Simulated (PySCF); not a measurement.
# Fractional electron number in Cu²⁺ (copper, charge +2)

The 3d beta orbital of [Ar] 3d9 is emptied in steps (occupation f), with all orbitals relaxed, ending at [Ar] 3d8. Computed with PySCF 2.14 in x2c-TZVPall, with the spin-free X2C one-electron Hamiltonian (Gaussian nucleus). The exact energy is a straight line in f; departures are measured from the line between the end points of the same method.

Q: Among PBE0, r2SCAN, LC-wPBE, which shows the largest delocalisation error (convex curve), and which is closest to linear?

A: Most convex: r2SCAN (-1.972 eV at f = 0.4); closest to linear: LC-wPBE (-0.864 eV).

```csv
f,PBE0 (eV),r2SCAN (eV),LC-wPBE (eV)
1,0.000,0.000,0.000
0.8,-0.924,-1.308,-0.559
0.6,-1.397,-1.968,-0.852
0.4,-1.406,-1.972,-0.864
0.2,-0.944,-1.316,-0.583
0,0.000,0.000,0.000
```

```csv
method,E(f=0) − E(f=1) (eV),−ε at f=1 (eV),−ε at f=0.4 (eV)
PBE0,36.811,31.086,37.936
r2SCAN,36.474,28.331,38.103
LC-wPBE,37.208,33.768,37.871
```

Reference removal energy between the ground levels: 36.841 ± 0.012 eV (measured; NIST Atomic Spectra Database, ionization energies). The calculation has no spin-orbit coupling. The determinant left behind need not be the lowest term of the ion.
